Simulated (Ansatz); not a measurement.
Relaxation of AsBF2H4 (8 atoms, charge 0, multiplicity 1), to a largest force component of 0.03 eV/Å in at most 50 steps.

These are results of Ansatz, RKS B3LYP/def2-SVP, not measurements.

```xyz
8
Properties=species:S:1:pos:R:3
B -1.087 -0.924 -0.776
H -0.041 -1.346 -1.085
F -1.703 -1.349 0.311
F -1.720 -0.052 -1.534
H 0.484 0.182 -0.024
As 0.670 1.323 0.953
H 1.439 0.412 1.915
H 1.958 1.752 0.239
```

Question: Where does it end, and by what steps?

Answer: It converged. The force dipped under the threshold on the way, but the program's further checks kept it going. After 41 steps the energy has fallen by 0.173 eV; H8 moved furthest, 0.98 Å.

```csv
step,energy less start (eV),largest force component (eV/Å),accepted
0,0.0000,0.716,yes
2,0.0431,1.422,no
4,-0.1332,0.325,yes
6,-0.1557,0.224,yes
8,-0.1590,0.009,yes
10,-0.1558,0.213,no
12,-0.1586,0.252,no
14,-0.1609,0.024,yes
16,-0.1614,0.056,yes
18,-0.1623,0.126,yes
20,-0.1338,0.698,no
22,-0.1675,0.047,yes
24,-0.1682,0.083,yes
26,-0.1689,0.068,yes
28,-0.1701,0.090,yes
30,-0.1712,0.036,yes
32,-0.1714,0.061,yes
34,-0.1720,0.025,yes
36,-0.1724,0.109,yes
38,-0.1729,0.148,yes
40,-0.1735,0.034,yes
41,-0.1735,0.029,yes
```

```xyz
8
Properties=species:S:1:pos:R:3
B -1.360 -1.228 -0.935
H -0.527 -1.996 -1.332
F -1.427 -0.900 0.339
F -2.235 -0.693 -1.758
H 1.026 0.955 -0.289
As 0.869 1.521 1.126
H 1.374 0.223 1.758
H 2.279 2.118 1.092
```

Whether the end is a true minimum wasn't checked by a vibrational analysis.

Run time: 89 s on 2 threads of Arm Neoverse V1, on a shared host, peak memory 0.2 GiB.
